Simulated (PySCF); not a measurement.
Species: 3-cyclohexen-1-ol, C₆H₁₀O.
SMILES with atom numbers: `[OH:1][C@H:2]1[CH2:3][CH:4]=[CH:5][CH2:6][CH2:7]1` (hydrogens: H8 on O1; H9 on C2; H10, H11 on C3; H12 on C4; H13 on C5; H14, H15 on C6; H16, H17 on C7)

The closed-shell ground state was solved at several levels (PySCF, density fitting, gas phase, non-relativistic). One conformer (not necessarily the lowest) at the PBE0-D3(BJ)/def2-SVP geometry, without solvent, vibrations or thermal averaging.

```csv
level,basis functions,total energy (Eh),HOMO (eV),LUMO (eV),gap (eV),dipole (D)
PBE0/def2-SVPD,223,-309.3004,-7.08,0.28,7.36,1.60
PBE0/pcSseg-1,169,-309.4642,-7.07,0.43,7.50,1.51
```

(1) What might B3LYP/pcJ-1 (289 basis functions) give for the same quantities?

(2) Over all these levels, which gives the widest orbital gap and which the narrowest?

(3) How far do the dipole and the HOMO energy spread over the levels?

Answers

(1) Total energy -309.8835 Eh, HOMO -6.83 eV, LUMO 0.21 eV, gap 7.04 eV, dipole 1.52 D.

(2) PBE0/pcSseg-1 (global hybrid, 25 % exact exchange) has the widest, 7.50 eV, and B3LYP/pcJ-1 (global hybrid, 20 % exact exchange) the narrowest, 7.04 eV. Functional and basis both differ between the two, so the spread mixes both effects.

(3) The dipole runs from 1.51 to 1.60 D (mean 1.54 D) and the HOMO from -7.08 to -6.83 eV.
